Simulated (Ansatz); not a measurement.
Reactions of C2H7In (`[CH3][InH][CH3]`).

Program: Ansatz. Geometries: PBE0-D4/def2-TZVP. ΔE: electronic, gas phase. CCSD(T)/CBS is the MP2 limit (def2-TZVPP, def2-QZVPP) plus CCSD(T) − MP2 in def2-TZVPP, frozen cores. This one scheme is used for every species. Open shells (•) are unrestricted, without spin–orbit coupling. def2 core potentials past Kr. For Br, In outer-core shells are correlated without core-valence functions, which leaves a few kJ/mol of doubt a bond. Scalar relativity is left out up to krypton. Each species was taken in one conformer, which may not be the lowest.

(1) Order these by ΔE at CCSD(T)/CBS, lowest first. (An estimate is asked.)
A. `[CH3][InH][CH3]` + `[CH3]`• → `[CH2][InH][CH3]`• + CH₄
B. `[CH3][InH][CH3]` + `N=CF` → `C/N=C\F` + `[CH3][InH2]`
C. `[CH3][InH][CH3]` + `FC(F)(F)S` → `CSC(F)(F)F` + `[CH3][InH2]`
D. `[CH3][InH][CH3]` + `O[SiH2][SiH2]O` → `CO[SiH2][SiH2]O` + `[CH3][InH2]`
E. `[CH3][InH][CH3]` + HBr → `[CH3][InH][Br]` + CH₄
F. `[CH3][InH][CH3]` + CH₃OH → `C[O][InH][CH3]` + CH₄
G. `[CH3][InH][CH3]` + `N[SiH2][AlH2]` → `CN[SiH2][AlH2]` + `[CH3][InH2]`

Largest T1 diagnostic: 0.015, for `C[O][InH][CH3]`.

Results:

(1) E (-185.5 kJ/mol), F (-70.2 kJ/mol), A (-23.8 kJ/mol), C (+23.5 kJ/mol), B (+47.1 kJ/mol), G (+72.6 kJ/mol), D (+84.3 kJ/mol).
